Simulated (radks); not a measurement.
Results of a calculation; reference values are marked as such.
The molybdenum ion Mo40+, configuration [He] (the NIST ground configuration).

Code: a radial shooting solver on a logarithmic mesh with Libxc functionals. Model: non-relativistic Kohn-Sham, r2SCAN, spin-polarised, spherical densities, point nucleus; meta-GGA in the generalised Kohn-Sham scheme; relativity is left out, which matters for an element this heavy.

Energy parts (Ry):
total: -3475.82161
kinetic: 3475.73155
electron-nucleus: -7003.50090
Hartree: 104.09588
exchange-correlation: -52.14814

Orbitals (lengths in bohr, moments of r in powers of bohr):
[
 {"orbital": "1s", "occ.": "2", "eigenvalue (Ry)": "-1694.671", "<r>": "0.03605"},
 {"orbital": "2s", "occ.": "0", "eigenvalue (Ry)": "-403.0344", "<r>": "0.1465"},
 {"orbital": "2p", "occ.": "0", "eigenvalue (Ry)": "-400.2899", "<r>": "0.1223"}
]

The highest occupied level is 1s at -23057 eV. The electron density at the nucleus is 4.645e+04 e/bohr^3.
